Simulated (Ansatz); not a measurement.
C3H2O, SMILES `O=c1cc1` (charge 0, multiplicity 1).

The numbers are results of r2SCAN0/cc-pVTZ // B3LYP-D3(BJ)/def2-TZVP in Ansatz (a first-principles code), not measurements.

Ansatz 0.2 input:
```yaml
crystal:
  periodic: [false, false, false]
  atoms:
    - { symbol: O, position_ang: [2.044788, -0.168095, 0.012607] }
    - { symbol: C, position_ang: [0.848834, -0.06978, 0.005245] }
    - { symbol: C, position_ang: [-0.461928, -0.633838, -0.017467] }
    - { symbol: C, position_ang: [-0.352398, 0.700781, 0.012471] }
    - { symbol: H, position_ang: [-1.166006, -1.454211, -0.040941] }
    - { symbol: H, position_ang: [-0.913289, 1.625143, 0.028085] }
basis:
  gaussian: { orbitals: cc-pVTZ }
hamiltonian:
  xc: r2scan0
```

Output:

```
Functional definition: r2SCAN0
806 factors; their error is unknown
mean field evaluation 1: about -5181.8602 eV, gradient 4.7e1 eV
mean field evaluation 2: about -5180.2240 eV, gradient 5.7e1 eV
mean field evaluation 4: about -5185.9703 eV, gradient 1.5e0 eV
mean field evaluation 8: about -5185.9765 eV, gradient 2.4e-1 eV
mean field evaluation 16: about -5185.9765 eV, gradient 9.9e-6 eV
mean field -5185.97653311 eV, -190.5811224107 hartree, gradient 9.9e-6 eV, S^2 0.000000; 0 other end points of the search recorded, 0 dependent functions left out
reference -5185.97653896 eV, -190.5811226258 hartree; 14, 14 occupied and 134, 134 virtual orbitals, 806 factors
Total energy: -5185.97653896 eV, -190.5811226258 hartree
```
